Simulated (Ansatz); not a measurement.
Compare A (`[BH2][Al]([SH])[CH]=N`) with its isomer B (`SC[B]1[NH][AlH]1`).

Computed with Ansatz on PBE0-D4/def2-TZVP structures; ΔE is electronic, products minus reactants. CBS: MP2 limit from def2 TZ/QZ plus the TZ coupled-cluster correction, frozen cores. DFT in def2-TZVPP. One conformer a species, not always the lowest.

(1) Which isomer does CCSD(T)/CBS put lower? Give the gap. (Estimate.)

(2) Give E(B) − E(A) in kJ/mol with PBE-D4, CCSD/def2-TZVPP, ωB97M-V, MP2/def2-TZVPP, PBE0-D4, r2SCAN-D4, B2PLYP. (An estimate is asked.)

Largest T1 diagnostic: 0.013.

Answers

(1) Computed: B, by 97.2 kJ/mol.

(2) Computed: PBE-D4 -109.4, CCSD/def2-TZVPP -89.8, ωB97M-V -105.4, MP2/def2-TZVPP -111.8, PBE0-D4 -112.0, r2SCAN-D4 -108.3, B2PLYP -96.0. None reverses the order clearly.

In def2-TZVPP, CCSD(T) changes the Hartree–Fock value by −39.0 kJ/mol (the triples alone add −4.2 kJ/mol) and MP2 by −56.9 kJ/mol.
